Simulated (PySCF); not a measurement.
PySCF input for C₇H₈, SMILES C1C2C3C2C2C1C32, r2SCAN-D4/def2-SVP. Geometry optimised at r2SCAN-D4/def2-SVP. Other conformers were not sampled.

```python
import numpy as np
from pyscf import gto, scf, dft, df
from pyscf.hessian import thermo

mol = gto.M(
    atom='''
    C     0.00000003   -0.00000000   -1.53583130
    C    -1.14872366   -0.00000000   -0.54973482
    C    -0.77403384   -0.75662223    0.70816708
    C    -0.77403384    0.75662223    0.70816708
    C     0.77403381    0.75662223    0.70816711
    C     0.77403381   -0.75662223    0.70816712
    C     1.14872368    0.00000000   -0.54973478
    H     0.00000005    0.89712229   -2.17900048
    H     0.00000005   -0.89712229   -2.17900048
    H    -2.19283779   -0.00000000   -0.87588667
    H    -1.43268241   -1.45297624    1.23139228
    H    -1.43268240    1.45297625    1.23139228
    H     1.43268235    1.45297624    1.23139233
    H     1.43268235   -1.45297625    1.23139234
    H     2.19283783    0.00000000   -0.87588657
    ''',
    basis='def2-SVP',
    charge=0,
    spin=0,
    max_memory=1600,
    verbose=3,
)
mf = dft.RKS(mol, xc='r2scan').density_fit(auxbasis='def2-universal-jkfit')
mf.disp = 'd4'
mf.grids.level = 4
mf.conv_tol = 1e-11
mf.max_cycle = 100
mf.kernel()

# [left out here: the lines that compute and print the analytic Hessian (its translational invariance restored by hand, since the grid's response is missing), thermochemistry and intensities]
```

It prints:

```
converged SCF energy = -271.098736778464

WARN: MGGA Hessian is sensitive to dft grids. grids.level 4 may not be dense enough.


WARN: DFTD4 does not support analytical Hessian, using finite difference.


WARN: Mole.unit (angstrom) is changed to Bohr

Mode                                 0                   1                   2
Irrep
Freq [cm^-1]                      396.5009            537.8501            673.4006
Reduced mass [au]                   1.8018              2.7803              2.5994
Force const [Dyne/A]                0.1669              0.4739              0.6945
Char temp [K]                     570.4765            773.8466            968.8735
Normal mode                   x     y     z       x     y     z       x     y     z
       0   C                -0.00  0.11 -0.00    0.00 -0.00 -0.00   -0.06 -0.00 -0.00
       1   C                -0.00 -0.08  0.00    0.00  0.12 -0.00   -0.07  0.00 -0.06
       2   C                 0.01  0.00  0.06    0.03 -0.04 -0.07    0.05  0.01 -0.08
       3   C                -0.01  0.00 -0.06   -0.03 -0.04  0.07    0.05 -0.01 -0.08
       4   C                 0.01  0.00 -0.06   -0.03  0.04 -0.07    0.05  0.01  0.08
       5   C                -0.01  0.00  0.06    0.03  0.04  0.07    0.05 -0.01  0.08
       6   C                -0.00 -0.08  0.00   -0.00 -0.12  0.00   -0.07  0.00  0.06
       7   H                 0.00  0.34  0.32    0.19 -0.00 -0.00   -0.00 -0.00 -0.00
       8   H                -0.00  0.34 -0.32   -0.19 -0.00  0.00   -0.00 -0.00  0.00
       9   H                -0.00 -0.11  0.00    0.00  0.03 -0.00   -0.08  0.00 -0.02
      10   H                 0.00  0.04  0.10    0.02 -0.13 -0.20    0.02  0.22  0.17
      11   H                -0.00  0.04 -0.10   -0.02 -0.13  0.20    0.02 -0.22  0.17
      12   H                 0.00  0.04 -0.10   -0.02  0.13 -0.20    0.02  0.22 -0.17
      13   H                -0.00  0.04  0.10    0.02  0.13  0.20    0.02 -0.22 -0.17
[...]
Force const [Dyne/A]                1.2708              1.7284              2.1902
Char temp [K]                    1768.2958           1815.0693           1842.3843
Normal mode                   x     y     z       x     y     z       x     y     z
       0   C                 0.01 -0.00 -0.00   -0.00 -0.01 -0.00   -0.18  0.00 -0.00
       1   C                 0.06 -0.00 -0.07   -0.00 -0.03  0.00    0.08 -0.00 -0.03
       2   C                -0.04  0.03 -0.01    0.10 -0.01 -0.02   -0.01 -0.03  0.02
       3   C                -0.04 -0.03 -0.01   -0.10 -0.01  0.02   -0.01  0.03  0.02
       4   C                -0.04  0.03  0.01    0.10 -0.01  0.02   -0.01 -0.03 -0.02
       5   C                -0.04 -0.03  0.01   -0.10 -0.01 -0.02   -0.01  0.03 -0.02
       6   C                 0.06 -0.00  0.07    0.00 -0.03 -0.00    0.08  0.00  0.03
       7   H                -0.17 -0.00 -0.00    0.00 -0.01  0.01    0.42 -0.00 -0.00
       8   H                -0.17  0.00 -0.00    0.00 -0.01 -0.01    0.42  0.00 -0.00
       9   H                -0.08  0.00  0.41    0.00  0.23 -0.00    0.08  0.00 -0.02
      10   H                 0.20 -0.08  0.14   -0.18  0.25 -0.04    0.00  0.00  0.08
      11   H                 0.20  0.08  0.14    0.18  0.25  0.04    0.00 -0.00  0.08
      12   H                 0.20 -0.08 -0.14   -0.18  0.25  0.04    0.00  0.00 -0.08
      13   H                 0.20  0.08 -0.14    0.18  0.25 -0.04    0.00 -0.00 -0.08
      14   H                -0.08  0.00 -0.41    0.00  0.23 -0.00    0.08 -0.00  0.02
Mode                                27                  28                  29
Irrep
Freq [cm^-1]                     1281.1849           1368.3717           1396.9391
Reduced mass [au]                   2.8897              2.8242              3.2585
Force const [Dyne/A]                2.7947              3.1157              3.7464
Char temp [K]                    1843.3399           1968.7822           2009.8844
Normal mode                   x     y     z       x     y     z       x     y     z
       0   C                -0.00  0.00  0.01   -0.00  0.00  0.07    0.02 -0.00  0.00
       1   C                 0.07 -0.00  0.02    0.02 -0.00 -0.14   -0.00  0.00 -0.11
       2   C                -0.09  0.06 -0.03   -0.00 -0.06  0.03    0.02 -0.08  0.05
       3   C                -0.09 -0.06 -0.03   -0.00  0.06  0.03    0.02  0.08  0.05
       4   C                 0.09 -0.06 -0.03    0.00  0.06  0.03    0.02 -0.08 -0.05
       5   C                 0.09  0.06 -0.03    0.00 -0.06  0.03    0.02  0.08 -0.05
       6   C                -0.07 -0.00  0.02   -0.02 -0.00 -0.14   -0.00  0.00  0.11
       7   H                 0.00  0.04  0.07    0.00  0.02  0.11   -0.16  0.00  0.00
       8   H                 0.00 -0.04  0.07    0.00 -0.02  0.11   -0.16 -0.00  0.00
       9   H                 0.02  0.00  0.20   -0.12  0.00  0.33   -0.08 -0.00  0.13
      10   H                 0.17 -0.07  0.12   -0.01 -0.03  0.08   -0.18  0.05 -0.01
      11   H                 0.17  0.07  0.12   -0.01  0.03  0.08   -0.18 -0.05 -0.01
      12   H                -0.17  0.07  0.12    0.01  0.03  0.08   -0.18  0.05  0.01
      13   H                -0.17 -0.07  0.12    0.01 -0.03  0.08   -0.18 -0.05  0.01
      14   H                -0.02  0.00  0.20    0.12  0.00  0.33   -0.08  0.00 -0.13
Mode                                30                  31                  32
Irrep
Freq [cm^-1]                     1455.0197           3037.6558           3095.8030
Reduced mass [au]                   1.1278              1.0595              1.1078
Force const [Dyne/A]                1.4067              5.7602              6.2553
Char temp [K]                    2093.4493           4370.5104           4454.1712
Normal mode                   x     y     z       x     y     z       x     y     z
       0   C                -0.00  0.00  0.09    0.00  0.00 -0.07    0.00 -0.09 -0.00
       1   C                 0.02 -0.00 -0.00    0.00 -0.00  0.00    0.00 -0.00  0.00
       2   C                -0.01 -0.00 -0.00    0.00  0.00  0.00    0.00  0.00 -0.00
       3   C                -0.01  0.00 -0.00    0.00 -0.00  0.00   -0.00  0.00  0.00
       4   C                 0.01  0.00 -0.00   -0.00 -0.00  0.00    0.00  0.00  0.00
       5   C                 0.01 -0.00 -0.00   -0.00  0.00  0.00   -0.00  0.00 -0.00
       6   C                -0.02 -0.00 -0.00   -0.00 -0.00  0.00   -0.00 -0.00  0.00
       7   H                 0.00 -0.42 -0.51   -0.00 -0.57  0.39    0.00  0.54 -0.39
       8   H                 0.00  0.42 -0.51   -0.00  0.57  0.39   -0.00  0.54  0.39
       9   H                 0.01  0.00  0.05   -0.03 -0.00 -0.01   -0.00  0.00 -0.00
      10   H                 0.01 -0.00  0.02   -0.00 -0.00 -0.00    0.00  0.00 -0.00
      11   H                 0.01  0.00  0.02   -0.00  0.00 -0.00   -0.00  0.00  0.00
      12   H                -0.01  0.00  0.02    0.00  0.00 -0.00    0.00  0.00  0.00
      13   H                -0.01 -0.00  0.02    0.00 -0.00 -0.00   -0.00  0.00 -0.00
      14   H                -0.01 -0.00  0.05    0.03 -0.00 -0.01    0.00  0.00 -0.00
Mode                                33                  34                  35
Irrep
Freq [cm^-1]                     3182.1522           3185.5471           3190.6116
Reduced mass [au]                   1.0912              1.0929              1.0888
Force const [Dyne/A]                6.5104              6.5346              6.5303
Char temp [K]                    4578.4085           4583.2930           4590.5798
Normal mode                   x     y     z       x     y     z       x     y     z
       0   C                -0.00 -0.00 -0.00    0.00  0.00 -0.01    0.00  0.00  0.00
       1   C                 0.05 -0.00  0.02   -0.06 -0.00 -0.02    0.00  0.00  0.00
       2   C                -0.01 -0.01  0.01    0.01  0.01 -0.00   -0.02 -0.03  0.02
       3   C                -0.01  0.01  0.01    0.01 -0.01 -0.00    0.02 -0.03 -0.02
       4   C                -0.01 -0.01 -0.01   -0.01 -0.01 -0.00    0.02  0.03  0.02
       5   C                -0.01  0.01 -0.01   -0.01  0.01 -0.00   -0.02  0.03 -0.02
       6   C                 0.05 -0.00 -0.02    0.06 -0.00 -0.02   -0.00 -0.00  0.00
       7   H                 0.00 -0.00  0.00   -0.00 -0.02  0.02    0.00  0.00 -0.00
       8   H                 0.00  0.00  0.00   -0.00  0.02  0.02   -0.00 -0.00 -0.00
       9   H                -0.62 -0.00 -0.19    0.62  0.00  0.19   -0.00 -0.00 -0.00
      10   H                 0.09  0.09 -0.07   -0.07 -0.08  0.06    0.29  0.30 -0.23
      11   H                 0.09 -0.09 -0.07   -0.07  0.08  0.06   -0.29  0.30  0.23
      12   H                 0.09  0.09  0.07    0.07  0.08  0.06   -0.29 -0.30 -0.23
      13   H                 0.09 -0.09  0.07    0.07 -0.08  0.06    0.29 -0.30  0.23
      14   H                -0.62  0.00  0.19   -0.62 -0.00  0.19    0.00  0.00 -0.00
Mode                                36                  37                  38
Irrep
Freq [cm^-1]                     3201.5152           3203.4357           3212.3768
Reduced mass [au]                   1.0929              1.0966              1.1051
Force const [Dyne/A]                6.5999              6.6303              6.7192
Char temp [K]                    4606.2675           4609.0308           4621.8950
Normal mode                   x     y     z       x     y     z       x     y     z
       0   C                -0.00  0.00 -0.00    0.00  0.00 -0.00   -0.00 -0.00 -0.00
       1   C                 0.00  0.00  0.00   -0.02  0.00 -0.01   -0.01 -0.00 -0.01
       2   C                -0.03 -0.03  0.02   -0.02 -0.03  0.02   -0.03 -0.03  0.02
       3   C                 0.03 -0.03 -0.02   -0.02  0.03  0.02   -0.03  0.03  0.02
       4   C                -0.03 -0.03 -0.02   -0.02 -0.03 -0.02    0.03  0.03  0.02
       5   C                 0.03 -0.03  0.02   -0.02  0.03 -0.02    0.03 -0.03  0.02
       6   C                 0.00  0.00 -0.00   -0.02  0.00  0.01    0.01 -0.00 -0.01
       7   H                 0.00 -0.00  0.00   -0.00 -0.00  0.00    0.00 -0.01  0.01
       8   H                 0.00 -0.00 -0.00   -0.00  0.00  0.00   -0.00  0.01  0.01
       9   H                -0.00 -0.00 -0.00    0.19 -0.00  0.06    0.16  0.00  0.05
      10   H                 0.29  0.30 -0.23    0.27  0.29 -0.22    0.28  0.29 -0.22
      11   H                -0.29  0.30  0.23    0.27 -0.29 -0.22    0.28 -0.29 -0.22
      12   H                 0.29  0.30  0.23    0.27  0.29  0.22   -0.28 -0.29 -0.22
      13   H                -0.29  0.30 -0.23    0.27 -0.29  0.22   -0.28  0.29 -0.22
      14   H                -0.00 -0.00  0.00    0.19 -0.00 -0.06   -0.16  0.00  0.05
temperature 298.1500 [K]
pressure 101325.00 [Pa]
Rotational constants [GHz] 4.41220 4.35327 3.25305
Symmetry number 2
Zero-point energy (ZPE) 0.12770 [Eh]   335268.324 [J/mol]
                           tot       elec      trans        rot        vib
Entropy [J/mol/K]       288.804      0.000    165.159    103.209     20.435
Cv [J/mol/K]             84.705      0.000     12.472     12.472     59.762
Cp [J/mol/K]             93.020      0.000     20.786     12.472     59.762
Internal energy [J/mol]                      3718.434   3718.434 339964.998
Internal energy [Eh]   -270.96642  -271.09874
Enthalpy [J/mol]                             6197.391   3718.434 339964.998
Enthalpy [Eh]          -270.96547
Gibbs free energy [J/mol]                  -43044.845 -27053.430 333872.174
Gibbs free energy [Eh] -270.99827
mode   freq/cm-1   IR/(km/mol)
   1      396.50         1.073
   2      537.85         0.000
   3      673.40         0.003
   4      715.14         0.000
   5      719.74         1.527
   6      743.75         2.932
   7      786.70        40.671
   8      812.49        27.532
   9      847.13         0.000
  10      867.59         1.475
  11      914.40         4.691
  12      915.73         4.810
  13      929.77         8.217
  14      963.15         0.878
  15      984.61         0.089
  16     1003.84         0.026
  17     1007.48         0.055
  18     1020.91         0.000
  19     1035.88         0.445
  20     1051.10         0.000
  21     1063.89         0.062
  22     1106.14         0.979
  23     1174.40         0.000
  24     1199.19         0.000
  25     1229.03         0.002
  26     1261.54        19.498
  27     1280.52         1.340
  28     1281.18         2.648
  29     1368.37         0.444
  30     1396.94         0.044
  31     1455.02         1.130
  32     3037.66        43.920
  33     3095.80        20.715
  34     3182.15         7.845
  35     3185.55         5.696
  36     3190.61         0.000
  37     3201.52        18.517
  38     3203.44        22.588
  39     3212.38         4.883
max |gradient| / (hartree/bohr): 4.849333523134062e-05
APT charges: [ 0.0678  0.0063 -0.0313 -0.0313 -0.0313 -0.0313  0.0063 -0.0288 -0.0288
  0.0181  0.0148  0.0148  0.0148  0.0148  0.0181]
```

The calculation finished and met its thresholds.

Cost: about 15 core-minutes (a rough figure).
